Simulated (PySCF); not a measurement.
# BeF₂ at several levels of theory

All levels use the PBE0 minimum (singlet; Be–F 1.378 Å (×2); F–Be–F 180.0°), basis [Be def2-TZVP, F def2-TZVP], no relativity, density fitting, no spin–orbit coupling, PySCF. For vertical energies the ionised species is a doublet (spins chosen at PBE0 and kept). Atomisation goes to high-spin ground-configuration atoms, without zero-point energy. Open shells are unrestricted, also as the reference of the correlated levels. A dash marks a value that was not computed or is not defined at that level.

```csv
level,atomisation (kJ/mol),vertical IP (eV),−ε(HOMO) (eV),gap (eV)
PBE0,1247,14.77,11.74,11.06
HF,977,14.97,17.16,18.15
MP2,1302,15.92,–,–
PBE,1295,14.25,9.69,8.32
B3LYP,1264,14.80,11.45,10.42
r2SCAN,1277,14.44,10.17,9.40
TPSSh,1238,14.42,10.61,9.68
CAM-B3LYP,1280,15.15,13.36,13.21
B97-3,1254,14.82,11.86,11.30
```
